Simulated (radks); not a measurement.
Charge is removed step by step from the 3p (averaged over the sub-levels emptied) level of Ni2+, starting from [Ar] 3d8. Method: Dirac Kohn-Sham, LDA (Slater exchange, Perdew-Wang correlation), spin-unpolarised, spherical densities, finite nucleus; open shells are shared between the two j in proportion to 2j + 1; Fermi nuclear charge, rms radius 3.7757 fm; computed with a radial shooting solver on a logarithmic mesh with Libxc functionals.

[
 {"removed (e)": "0", "E - E(0) (eV)": "0.000", "eigenvalue (eV)": "-91.047", "E minus straight line (eV)": "0.000"},
 {"removed (e)": "0.1", "E - E(0) (eV)": "9.202", "eigenvalue (eV)": "-92.989", "E minus straight line (eV)": "-0.914"},
 {"removed (e)": "0.2", "E - E(0) (eV)": "18.599", "eigenvalue (eV)": "-94.961", "E minus straight line (eV)": "-1.632"},
 {"removed (e)": "0.3", "E - E(0) (eV)": "28.195", "eigenvalue (eV)": "-96.962", "E minus straight line (eV)": "-2.152"},
 {"removed (e)": "0.4", "E - E(0) (eV)": "37.992", "eigenvalue (eV)": "-98.992", "E minus straight line (eV)": "-2.470"},
 {"removed (e)": "0.5", "E - E(0) (eV)": "47.994", "eigenvalue (eV)": "-101.05", "E minus straight line (eV)": "-2.584"},
 {"removed (e)": "0.6", "E - E(0) (eV)": "58.203", "eigenvalue (eV)": "-103.13", "E minus straight line (eV)": "-2.491"},
 {"removed (e)": "0.7", "E - E(0) (eV)": "68.621", "eigenvalue (eV)": "-105.24", "E minus straight line (eV)": "-2.188"},
 {"removed (e)": "0.8", "E - E(0) (eV)": "79.251", "eigenvalue (eV)": "-107.37", "E minus straight line (eV)": "-1.674"},
 {"removed (e)": "0.9", "E - E(0) (eV)": "90.095", "eigenvalue (eV)": "-109.52", "E minus straight line (eV)": "-0.945"},
 {"removed (e)": "1", "E - E(0) (eV)": "101.16", "eigenvalue (eV)": "-111.70", "E minus straight line (eV)": "0.000"}
]

Removing the whole electron costs 101.16 eV by Delta-SCF, against 91.047 eV from minus the eigenvalue at the starting occupation. Slater's transition state (half an electron removed) gives 101.05 eV. Integrating minus the eigenvalue over the occupation (Janak's theorem) gives 101.16 eV. The mean slope of the eigenvalue, de/dn, is 20.7 eV per electron.
